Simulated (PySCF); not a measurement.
Compound: C3H8SSeSi.
SMILES with atom numbers: `[SiH3:1][S:2][C@@H:3]1[CH2:4][CH2:5][Se:6]1` (hydrogens: H7, H8, H9 on Si1; H10 on C3; H11, H12 on C4; H13, H14 on C5)

Geometry (PBE0-D3(BJ)/def2-SVP, Å), atoms numbered from 1 in this order:
```xyz
14
C3H8SSeSi angstrom
Si     2.4177    0.3473    0.2097
S      1.3215   -0.6971    1.7413
C     -0.3851   -0.2387    1.3664
C     -1.0420   -0.8103    0.1041
C     -1.9221    0.3845   -0.2763
Se    -0.8260    1.6187    0.8075
H      1.8695    0.0918   -1.1555
H      2.5034    1.8143    0.4564
H      3.7786   -0.2560    0.3199
H     -0.9511   -0.4721    2.2798
H     -1.5689   -1.7656    0.2606
H     -0.2737   -0.9723   -0.6660
H     -1.9631    0.6364   -1.3440
H     -2.9409    0.3347    0.1325
```

All values: B3LYP/def2-SVPD (PySCF, non-relativistic), on one gas-phase PBE0-D3(BJ)/def2-SVP geometry that isn't relaxed in the solvent. The solvent is an IEF-PCM continuum (van der Waals radii × 1.2), and excitations are vertical TDDFT with non-equilibrium linear response and a frozen core. Specific hydrogen bonds and non-electrostatic terms are outside this model. Spin–orbit coupling is left out although an atom past zinc is present.

Gas-phase singlets (H = HOMO, L = LUMO):

```
state  E (eV)  λ (nm)      f  leading configuration
   S1   3.717     334  0.000                H→L 98%
   S2   4.620     268  0.017              H-1→L 96%
   S3   5.161     240  0.005              H→L+1 94%
   S4   5.402     229  0.056              H→L+2 92%
   S5   5.636     220  0.001            H-1→L+1 85%
```

Problem. Give the list for chloroform (ε = 4.711), n² = 2.09.

Solution. 
```json
{"state": "S1", "E (eV)": "3.750", "λ (nm)": "331", "f": "0.000", "leading configuration": "H→L 98%", "change by rank (eV)": "+0.033"}
{"state": "S2", "E (eV)": "4.705", "λ (nm)": "264", "f": "0.026", "leading configuration": "H-1→L 96%", "change by rank (eV)": "+0.085"}
{"state": "S3", "E (eV)": "5.174", "λ (nm)": "240", "f": "0.007", "leading configuration": "H→L+1 93%", "change by rank (eV)": "+0.013"}
{"state": "S4", "E (eV)": "5.387", "λ (nm)": "230", "f": "0.101", "leading configuration": "H→L+2 85%", "change by rank (eV)": "-0.015"}
{"state": "S5", "E (eV)": "5.664", "λ (nm)": "219", "f": "0.019", "leading configuration": "H→L+3 78%", "change by rank (eV)": "+0.028"}
```

Problem. What are the lowest 5 singlets in acetonitrile (ε = 35.69)?

Solution. 
```tsv
state	E (eV)	λ (nm)	f	leading configuration	change by rank (eV)
S1	3.774	328	0.000	H→L 98%	+0.057
S2	4.746	261	0.025	H-1→L 95%	+0.126
S3	5.183	239	0.005	H→L+1 92%	+0.022
S4	5.396	230	0.102	H→L+2 82%	-0.006
S5	5.670	219	0.017	H→L+3 78%	+0.034
```

Problem. The ground-state energy changes by -0.141 eV from gas to acetonitrile. By how much does the total energy of gas-phase S1 change?

Solution. E(S1) = E(S0) + excitation energy, so it changes by -0.141 + 0.057 = -0.084 eV: it is lowered less than the ground state, which is what a blue shift means. This is the vertical state, with the slow part of the continuum still set for S0.

Problem. How do the frontier levels move from gas to acetonitrile?

Solution. 
```json
{"orbital": "LUMO+2", "gas (eV)": "0.09", "solvent (eV)": "0.11", "change (eV)": "+0.02"}
{"orbital": "LUMO+1", "gas (eV)": "-0.23", "solvent (eV)": "-0.14", "change (eV)": "+0.09"}
{"orbital": "LUMO", "gas (eV)": "-1.30", "solvent (eV)": "-1.18", "change (eV)": "+0.12"}
{"orbital": "HOMO", "gas (eV)": "-6.23", "solvent (eV)": "-6.18", "change (eV)": "+0.05"}
{"orbital": "HOMO-1", "gas (eV)": "-6.84", "solvent (eV)": "-6.88", "change (eV)": "-0.04"}
{"orbital": "HOMO-2", "gas (eV)": "-8.18", "solvent (eV)": "-8.12", "change (eV)": "+0.06"}
{"orbital": "HOMO-3", "gas (eV)": "-8.54", "solvent (eV)": "-8.41", "change (eV)": "+0.13"}
```

The HOMO–LUMO gap goes from 4.93 to 5.00 eV.

Time: 39 s. Hardware: one thread, Arm Neoverse V2, no GPU, shared host. This is the whole response run at B3LYP/def2-SVPD in acetonitrile, SCF included.
